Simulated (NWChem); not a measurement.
System meant: CH₅BO₂S; SMILES CSB(O)O

NWChem input:

```
start job
memory heap 200 mb stack 900 mb global 1100 mb
geometry units angstroms noautoz
  B      0.047642     0.830701     0.000000
  O     -0.755474     1.947410     0.000000
  H     -0.271065     2.790528     0.000000
  O      1.425090     0.825800     0.000000
  H      1.826453     1.712085     0.000000
  S     -0.829594    -0.771359     0.000000
  C      0.578064    -1.941870     0.000000
  H      1.205595    -1.810193    -0.901127
  H      0.146137    -2.959886     0.000000
  H      1.205595    -1.810193     0.901127
end
basis spherical
  B library def2-svp
  O library def2-svp
  H library def2-svp
  S library def2-svp
  C library def2-svp
end
dft
  xc xpbe96 cpbe96
  iterations 4
  mulliken
end
task dft energy
```

End of the output:

```
    Atom       Charge   Shell Charges
 -----------   ------   -------------------------------------------------------
    1 B    5     5.42   1.96  0.52  0.22  1.49  0.77  0.45
    2 O    8     8.00   1.97  0.86  0.56  2.71  1.88  0.02
    3 H    1     0.90   0.55  0.17  0.18
    4 O    8     7.99   1.97  0.85  0.56  2.69  1.89  0.02
    5 H    1     0.90   0.56  0.17  0.17
    6 S   16    15.73   2.00  1.95  0.95  0.61  5.81  1.92  2.42  0.08
    7 C    6     6.16   1.96  0.61  0.34  1.86  1.33  0.06
    8 H    1     0.97   0.63  0.27  0.07
    9 H    1     0.97   0.63  0.27  0.07
   10 H    1     0.97   0.63  0.27  0.07

 center of mass
 --------------
 x =  -0.08284769 y =   0.05979841 z =   0.00000000

 moments of inertia (a.u.)
 ------------------
         611.308190608699          -0.000000000000           0.000000000000
          -0.000000000000         269.548817251776           0.000000000000
           0.000000000000           0.000000000000         869.167000221930

     Multipole analysis of the density
     ---------------------------------

     L   x y z        total         alpha         beta         nuclear
     -   - - -        -----         -----         ----         -------
     0   0 0 0     -0.000000    -24.000000    -24.000000     48.000000

     1   1 0 0      1.049275      0.524638      0.524638     -0.000000
     1   0 1 0      0.858457      0.429228      0.429228     -0.000000
     1   0 0 1     -0.000000     -0.000000     -0.000000      0.000000

     2   2 0 0    -28.654764    -86.086466    -86.086466    143.518168
     2   1 1 0      2.803497      3.786837      3.786837     -4.770178
     2   1 0 1      0.000000      0.000000      0.000000      0.000000
     2   0 2 0    -18.700397   -183.280130   -183.280130    347.859863
     2   0 1 1      0.000000      0.000000      0.000000      0.000000
     2   0 0 2    -28.114364    -16.956993    -16.956993      5.799622

 ------------------------------------------------------------------------
 dft energy failed                                                                                  0
 ------------------------------------------------------------------------
 ------------------------------------------------------------------------
  current input line :
    27: task dft energy
 ------------------------------------------------------------------------
 ------------------------------------------------------------------------
 This type of error is most commonly associated with calculations not reaching convergence criteria
 ------------------------------------------------------------------------
 For more information see the NWChem manual at https://nwchemgit.github.io

0:dft energy failed:Received an Error in Communication
```

### Question
Find the fault in this run and fix the input.

### Answer
The run did not converge; its last values are not results. Cause: the SCF was allowed too few iterations. This input runs:
```
start job
memory heap 200 mb stack 900 mb global 1100 mb
geometry units angstroms noautoz
  B      0.047642     0.830701     0.000000
  O     -0.755474     1.947410     0.000000
  H     -0.271065     2.790528     0.000000
  O      1.425090     0.825800     0.000000
  H      1.826453     1.712085     0.000000
  S     -0.829594    -0.771359     0.000000
  C      0.578064    -1.941870     0.000000
  H      1.205595    -1.810193    -0.901127
  H      0.146137    -2.959886     0.000000
  H      1.205595    -1.810193     0.901127
end
basis spherical
  * library def2-svp
end
dft
  xc xpbe96 cpbe96
  iterations 150
  mulliken
end
task dft energy
```
It converges to -614.01938 Ha (PBE/def2-SVP).
